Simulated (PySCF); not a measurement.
W(NH)(S)(OH)(NH2) (H4N2OSW), SMILES [NH]=[W]([NH2])([OH])=[S], multiplicity 1.

Geometry: PBE0-D3(BJ)/def2-SVP. The multiplicity is an assumed one; no other spin state was optimised. The structure was generated by enumeration; whether it is a known compound was not checked. The def2 effective core potentials stand for the cores of W; spin–orbit coupling is left out. One conformer was computed; it need not be the lowest.

Two levels are set side by side: PBE/def2-TZVP (PySCF) and r2SCAN/def2-TZVP (PySCF). Same geometry, gas phase. Differences are taken from unrounded values.

```json
[
 {"quantity": "orbital gap (eV)", "PBE": "3.66"},
 {"quantity": "highest occupied level (eV)", "PBE": "-5.93"},
 {"quantity": "lowest empty level (eV)", "PBE": "-2.26"},
 {"quantity": "dipole moment (D)", "PBE": "3.64"},
 {"quantity": "mean polarisability (bohr³)", "PBE": "80.8"}
]
```

Problem. These are the PBE values. What does r2SCAN give? (An estimate is asked for; the answer gives what the named calculation found.)

Solution. 
```tsv
quantity	r2SCAN	PBE minus r2SCAN
orbital gap (eV)	4.01	-0.35
highest occupied level (eV)	-6.21	0.29
lowest empty level (eV)	-2.20	-0.06
dipole moment (D)	3.75	-0.11
mean polarisability (bohr³)	79.4	1.4
```

Rough cost on one machine, each run with all the roots and properties that it gave: r2SCAN against PBE about 3 times.
